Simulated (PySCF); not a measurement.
# Relaxation of quartet CuH₄

These are results of UPBE0 in PySCF with Cu def2-TZVP, H def2-TZVP; no relativity; density-fitted integrals, not measurements. A (50,194) grid was used.

A hand-made square planar start, of D4h symmetry, held to at least that symmetry:

```xyz
5
charge 0 multiplicity 4, angstrom
Cu    0.0000    0.0000    0.0000
H     1.4400    0.0000    0.0000
H     0.0000    1.4400    0.0000
H    -1.4400    0.0000    0.0000
H     0.0000   -1.4400    0.0000
```

Optimiser trace:
```tsv
step	E − E(last) (kJ/mol)	largest gradient (Eh/bohr)
0	162.40	0.06705
1	72.98	0.03906
2	18.10	0.01655
3	2.87	0.00591
4	0.17	0.00135
5	0.00	0.00014
6	0.00	0.00000
```

It ends at D4h with Cu–H 1.749 Å (×4); H–Cu–H 90.0° (×4), H–Cu–H 180.0° (×2). A frequency run shows 4 imaginary modes, down to 651i cm⁻¹, so it is a higher-order saddle point. Other isomers or separated fragments may lie lower.

Final geometry:
```xyz
5
charge 0 multiplicity 4, angstrom
Cu    0.0000    0.0000    0.0000
H     1.7494    0.0000    0.0000
H     0.0000    1.7494    0.0000
H    -1.7494    0.0000    0.0000
H     0.0000   -1.7494    0.0000
```

Other spin states or occupations of the open shell can lie lower.
